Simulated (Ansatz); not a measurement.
Method: B3LYP-D3(BJ)/def2-TZVP (Ansatz, a quantum-chemistry and plane-wave program). No frequencies were computed at this level.

Ansatz 0.2 input:
```yaml
crystal:
  periodic: [false, false, false]
  atoms:
    - { symbol: C, position_ang: [2.005641, -0.242292, -0.210331] }
    - { symbol: In, position_ang: [-0.193367, 0.023894, 0.012193] }
    - { symbol: N, position_ang: [-1.088031, 1.775753, 0.62526] }
    - { symbol: N, position_ang: [-1.577507, -1.458775, -0.351241] }
    - { symbol: H, position_ang: [2.384739, 0.467929, -0.941453] }
    - { symbol: H, position_ang: [2.478703, -0.058555, 0.751193] }
    - { symbol: H, position_ang: [2.211741, -1.257271, -0.538618] }
    - { symbol: H, position_ang: [-0.573394, 2.611864, 0.367941] }
    - { symbol: H, position_ang: [-2.017671, 1.874228, 0.227776] }
    - { symbol: H, position_ang: [-2.401757, -1.341421, 0.230839] }
    - { symbol: H, position_ang: [-1.229097, -2.395355, -0.173557] }
basis:
  gaussian: { orbitals: def2-tzvp }
hamiltonian:
  xc: b3lyp
  dispersion: d3bj
relax:
  max_steps: 150
```

Output:

```
Functional definition: B3LYP
1263 factors; their error is unknown
mean field evaluation 1: about -9285.6174 eV, gradient 1.1e2 eV
mean field evaluation 2: about -9235.2556 eV, gradient 1.7e2 eV
mean field evaluation 4: about -9308.3734 eV, gradient 1.8e1 eV
mean field evaluation 8: about -9309.1259 eV, gradient 1.3e-1 eV
mean field evaluation 16: about -9309.1490 eV, gradient 1.7e-4 eV
mean field -9309.14899690 eV, -342.1049156683 hartree, gradient 6.2e-5 eV, S^2 0.000000; 0 other end points of the search recorded, 0 dependent functions left out
reference -9309.14929902 eV, -342.1049267711 hartree; 24, 24 occupied and 161, 161 virtual orbitals, 1263 factors
relax step   1: F+E_penalty+E_count = -9309.47813656 eV  Δ(F+E_penalty+E_count) = +0.000e0 eV  max|allowed force component| = 6.990e-1 eV/Å  Δτ_max = 0.0000 Å  (29 SCF iters, accepted)
these checks for a lower state are left out or cut short: starts, cluster_reference, orbital_swaps, neighbouring_geometries, increment
1263 factors; their error is unknown
mean field -9309.18543148 eV, -342.1062546142 hartree, gradient 1.6e-5 eV, S^2 0.000000; 0 other end points of the search recorded, 0 dependent functions left out
reference -9309.18573312 eV, -342.1062656994 hartree; 24, 24 occupied and 161, 161 virtual orbitals, 1263 factors
relax step   2: F+E_penalty+E_count = -9309.51605682 eV  Δ(F+E_penalty+E_count) = -3.792e-2 eV  max|allowed force component| = 3.497e-1 eV/Å  Δτ_max = 0.0825 Å  (30 SCF iters, accepted)
these checks for a lower state are left out or cut short: starts, cluster_reference, orbital_swaps, neighbouring_geometries, increment
1263 factors; their error is unknown
mean field evaluation 32: about -9309.1974 eV, gradient 1.2e-5 eV
mean field -9309.19735925 eV, -342.1066929518 hartree, gradient 1.2e-5 eV, S^2 0.000000; 0 other end points of the search recorded, 0 dependent functions left out
reference -9309.19766114 eV, -342.1067040460 hartree; 24, 24 occupied and 161, 161 virtual orbitals, 1263 factors
relax step   3: F+E_penalty+E_count = -9309.52740922 eV  Δ(F+E_penalty+E_count) = -1.135e-2 eV  max|allowed force component| = 2.008e-1 eV/Å  Δτ_max = 0.0241 Å  (34 SCF iters, accepted)
these checks for a lower state are left out or cut short: starts, cluster_reference, orbital_swaps, neighbouring_geometries, increment
1263 factors; their error is unknown
mean field -9309.20349618 eV, -342.1069184797 hartree, gradient 1.2e-5 eV, S^2 0.000000; 0 other end points of the search recorded, 0 dependent functions left out
reference -9309.20379889 eV, -342.1069296041 hartree; 24, 24 occupied and 161, 161 virtual orbitals, 1263 factors
relax step   4: F+E_penalty+E_count = -9309.53346406 eV  Δ(F+E_penalty+E_count) = -6.055e-3 eV  max|allowed force component| = 7.658e-2 eV/Å  Δτ_max = 0.0476 Å  (32 SCF iters, accepted)
these checks for a lower state are left out or cut short: starts, cluster_reference, orbital_swaps, neighbouring_geometries, increment
1263 factors; their error is unknown
mean field -9309.20380055 eV, -342.1069296652 hartree, gradient 1.1e-5 eV, S^2 0.000000; 0 other end points of the search recorded, 0 dependent functions left out
reference -9309.20410306 eV, -342.1069407822 hartree; 24, 24 occupied and 161, 161 virtual orbitals, 1263 factors
relax step   5: F+E_penalty+E_count = -9309.53388663 eV  Δ(F+E_penalty+E_count) = -4.226e-4 eV  max|allowed force component| = 1.018e-2 eV/Å  Δτ_max = 0.0134 Å  (33 SCF iters, accepted)
these checks for a lower state are left out or cut short: starts, cluster_reference, orbital_swaps, neighbouring_geometries, increment
1263 factors; their error is unknown
mean field -9309.20375360 eV, -342.1069279400 hartree, gradient 1.0e-5 eV, S^2 0.000000; 0 other end points of the search recorded, 0 dependent functions left out
reference -9309.20405608 eV, -342.1069390559 hartree; 24, 24 occupied and 161, 161 virtual orbitals, 1263 factors
relax step   6: F+E_penalty+E_count = -9309.53389206 eV  Δ(F+E_penalty+E_count) = -5.429e-6 eV  max|allowed force component| = 3.263e-3 eV/Å  Δτ_max = 0.0069 Å  (34 SCF iters, accepted)
1263 factors; their error is unknown
mean field evaluation 64: about -9308.5121 eV, gradient 1.7e1 eV
mean field -9309.20375360 eV, -342.1069279400 hartree, gradient 1.0e-5 eV, S^2 0.000000; 1 other end points of the search recorded, 0 dependent functions left out
reference -9309.20405608 eV, -342.1069390559 hartree; 24, 24 occupied and 161, 161 virtual orbitals, 1263 factors
Total energy: -9309.53419453 eV, -342.1190714202 hartree
Atom 0 at     1.975319    -0.239567    -0.205550 Å, force    -0.000315    -0.000042    -0.003263 eV/Å
Atom 1 at    -0.156847     0.018064     0.014420 Å, force     0.002201     0.000295     0.000192 eV/Å
Atom 2 at    -1.047024     1.778918     0.545541 Å, force    -0.000536     0.000742     0.000976 eV/Å
Atom 3 at    -1.525874    -1.469535    -0.278157 Å, force    -0.000823    -0.000273     0.000969 eV/Å
Atom 4 at     2.354408     0.443276    -0.964588 Å, force     0.000688    -0.000446     0.000559 eV/Å
Atom 5 at     2.467691    -0.018348     0.740603 Å, force    -0.000570     0.000127     0.000602 eV/Å
Atom 6 at     2.202494    -1.263028    -0.497428 Å, force    -0.000325     0.000703     0.000301 eV/Å
Atom 7 at    -0.562244     2.646382     0.365835 Å, force     0.000800    -0.000461     0.001411 eV/Å
Atom 8 at    -2.029810     1.899436     0.344859 Å, force    -0.000601    -0.000301    -0.001624 eV/Å
Atom 9 at    -2.446369    -1.364087     0.124466 Å, force    -0.001473    -0.000117    -0.001388 eV/Å
Atom 10 at    -1.231745    -2.431513    -0.189999 Å, force     0.000955    -0.000226     0.001265 eV/Å
Dipole moment:     0.126650    -0.014202    -0.013958 e Å
```

Cost: about 23 core-seconds (a rough figure).
